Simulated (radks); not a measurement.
Results of a calculation; reference values are marked as such.
Question: Ionisation of Bi2+, [Hg] 6p1, to Bi3+, [Hg], under several functionals. Dirac Kohn-Sham, spin-unpolarised, spherical densities, point nucleus; open shells are shared between the two j in proportion to 2j + 1; a radial shooting solver on a logarithmic mesh with Libxc functionals. The NIST Atomic Spectra Database gives 25.571 eV (measured). Rank these functionals by the error of their Delta-SCF ionisation energy: AM05; LDA (Slater exchange, Perdew-Wang correlation); BP86.

Answer: From best to worst: LDA (Slater exchange, Perdew-Wang correlation) 23.929 eV (-1.641); BP86 23.703 eV (-1.868); AM05 23.537 eV (-2.034). Spin polarisation and multiplet splitting are left out, so open shells lie too high by an amount that depends on their filling. Sharing an open shell by 2j + 1 raises it above the true ground level by a part of the spin-orbit splitting, which enters the differences from NIST.

Beside tabulated values, note that spin-unpolarised runs miss the spin-polarisation part of the exchange energy of open shells.
